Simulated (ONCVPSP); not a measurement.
## Reading a pseudo-wave (F (Z = 9))

Columns: radius, all-electron u(r) and pseudo u(r) of the 2p shell (level -11.29 eV) of fluorine in the configuration [He] 2s2 2p5; LDA (Perdew-Zunger), scalar-relativistic, ONCV scheme, ONCVPSP 4.0.1.

```csv
r (bohr),all-electron,pseudo
0.070,0.0774,0.0315
0.140,0.2321,0.1209
0.210,0.3987,0.2541
0.280,0.5487,0.4115
0.350,0.6716,0.5715
0.420,0.7652,0.7151
0.490,0.8315,0.8287
0.560,0.8741,0.9062
0.630,0.8970,0.9475
0.700,0.9042,0.9581
0.770,0.8991,0.9461
0.840,0.8847,0.9197
0.910,0.8634,0.8861
0.980,0.8373,0.8498
1.050,0.8079,0.8136
1.120,0.7763,0.7783
1.190,0.7434,0.7439
1.260,0.7100,0.7100
1.330,0.6766,0.6765
1.400,0.6435,0.6435
1.470,0.6111,0.6111
1.540,0.5796,0.5796
1.610,0.5490,0.5490
1.680,0.5196,0.5196
1.750,0.4913,0.4913
1.820,0.4642,0.4642
```

Task: How many radial nodes do the two functions have?

Result: The all-electron 2p function has n − l − 1 = 0; the pseudo-wave has 0.

Task: At about which radius was the pseudo-wave matched?

Result: 1.35 bohr. The columns agree to 0.0005 from 1.26 bohr on; several derivatives are matched, so the curves merge somewhat inside the radius.

Task: Is the pseudo-wave norm-conserving?

Result: Yes: the ONCV scheme keeps the norm inside the radius equal to the all-electron one, which fixes the energy derivative of the logarithmic derivative at the level.
